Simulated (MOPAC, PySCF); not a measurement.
Dissociation curve of HBr, singlet. Each curve is given relative to its own lowest point near equilibrium.

```csv
R / Å,A,B,C,D
1.14,1.794,0.824,1.657,1.789
1.20,1.004,0.533,0.889,1.008
1.29,0.316,0.237,0.241,0.324
1.32,0.186,0.166,0.126,0.193
1.37,0.051,0.074,0.020,0.056
1.42,0.000,0.017,0.000,0.001
1.45,0.001,0.000,0.021,0.000
1.51,0.060,0.009,0.124,0.054
1.57,0.176,0.081,0.289,0.165
1.66,0.422,0.308,0.615,0.405
1.77,0.785,0.748,1.092,0.768
1.94,1.378,1.592,1.815,1.384
2.15,2.041,2.572,2.312,2.124
2.34,2.512,3.309,2.540,2.715
2.53,2.853,3.962,2.661,3.149
2.85,3.188,4.928,2.751,3.561
3.12,3.319,5.556,2.780,3.731
3.45,—,6.110,2.793,3.838
3.87,—,6.586,2.798,3.902
4.25,—,6.877,2.799,3.928
4.98,—,7.231,2.800,3.944
5.67,—,7.467,2.800,3.947
```

Energies in eV.

Match the curves with the methods CASSCF(8,5)/def2-TZVP in PySCF; MOPAC with PM3, restricted, heats of formation; UHF/def2-TZVP (PySCF 2.14.0); unrestricted BLYP/def2-TZVP (PySCF 2.14.0).

A is CASSCF(8,5); B is PM3; C is UHF; D is UKS-BLYP.

Dashes: no converged value, or the column stops at the first point that the program doubted or that broke a chosen test of continuity, which isn't proof of a fault.

The unrestricted determinant behind UHF is spin-contaminated at 1.94 to 5.67 Å (<S²> up to 1.0, against 0.00 for a pure singlet). The unrestricted determinant behind UKS-BLYP is spin-contaminated at 2.34 to 5.67 Å (<S²> up to 1.0, against 0.00 for a pure singlet). The restricted form behind PM3 keeps the bonding electrons paired and can't separate into open-shell fragments.
